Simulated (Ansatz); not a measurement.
A run for Ansatz (a first-principles code): R-CCSD(T)/cc-pV(T+d)Z on AlH7O5. The basis file is the Basis Set Exchange's JSON of that set.

Ansatz 0.2 input:
```yaml
crystal:
  periodic: [false, false, false]
  atoms:
    - {symbol: Al, position_ang: [0.00988100, -0.00799691, 0.06833641]}
    - {symbol: O, position_ang: [-0.75381915, -0.30719554, 1.60686597]}
    - {symbol: H, position_ang: [-1.02446928, 0.40844624, 2.18070390]}
    - {symbol: O, position_ang: [-1.00315869, -0.09068113, -1.36300611]}
    - {symbol: H, position_ang: [-0.58631559, -0.08265307, -2.22604754]}
    - {symbol: O, position_ang: [1.69828431, 0.37619094, -0.14377901]}
    - {symbol: H, position_ang: [2.38221554, -0.28841095, -0.07003780]}
    - {symbol: O, position_ang: [-0.18368511, 2.06745577, 0.13589901]}
    - {symbol: H, position_ang: [0.74809716, 2.26775055, -0.05543112]}
    - {symbol: H, position_ang: [-0.69594624, 2.26236145, -0.66111299]}
    - {symbol: O, position_ang: [0.17016043, -2.09584626, 0.11002786]}
    - {symbol: H, position_ang: [-0.27249131, -2.17286219, 0.97471135]}
    - {symbol: H, position_ang: [-0.48885306, -2.33665890, -0.55702993]}
basis:
  gaussian:
    orbitals: cc-pV_T+d_Z.json
magnetization: {spin_polarized: false}
correlation: {method: ccsd_t, electrons: outside_noble_gas}
scf: {lower_state_search: off}
```

Task: Predict the final total energy.

Result: -622.1104 hartree (reference determinant -620.7036, T1 diagnostic 0.011).

Task: How many basis functions does it have, and what does it roughly cost on one machine?

Result: 287 functions; very roughly 28 core-minutes.
